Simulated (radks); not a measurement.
Excited configurations of Ta: one electron is placed in a higher orbital outside [Xe] 4f14 5d3 6s1. The ground configuration is [Xe] 4f14 5d3 6s2. Method: scalar-relativistic Kohn-Sham, BLYP, spin-unpolarised, spherical densities, finite nucleus; Fermi nuclear charge, rms radius 5.3507 fm; computed with a radial shooting solver on a logarithmic mesh with Libxc functionals. Excitation = E - E(ground); binding = E(ion) - E, where the ion is the core of charge +1; n* = 1/sqrt(2 binding) in atomic units, and the quantum defect is n - n*.

| outer orbital | excitation (eV) | binding (eV) | n* | quantum defect | eigenvalue (eV) | <r> (bohr) |
|---|---|---|---|---|---|---|
| 6d | 6.926 | 1.465 | 3.048 | 2.952 | -0.572 | 10.79 |
| 7s | 6.036 | 2.355 | 2.404 | 4.596 | -1.274 | 8.843 |
| 7p | 6.707 | 1.684 | 2.842 | 4.158 | -0.905 | 11.63 |

Estimate the row for 6p.

Answer. excitation (eV) 4.171; binding (eV) 4.220; n* 1.796; quantum defect 4.204; eigenvalue (eV) -1.980; <r> (bohr) 4.743. The Delta-SCF ionisation energy is 8.391 eV (NIST Atomic Spectra Database: 7.550 eV, measured). Self-interaction in the functional shifts the binding energies and quantum defects, so they are the method's values and not measured ones. Spin polarisation and multiplet splitting are left out, so open shells lie too high by an amount that depends on their filling. Spin-orbit splitting is averaged out at the scalar-relativistic level.

Beside tabulated values, note that spin-unpolarised runs miss the spin-polarisation part of the exchange energy of open shells.
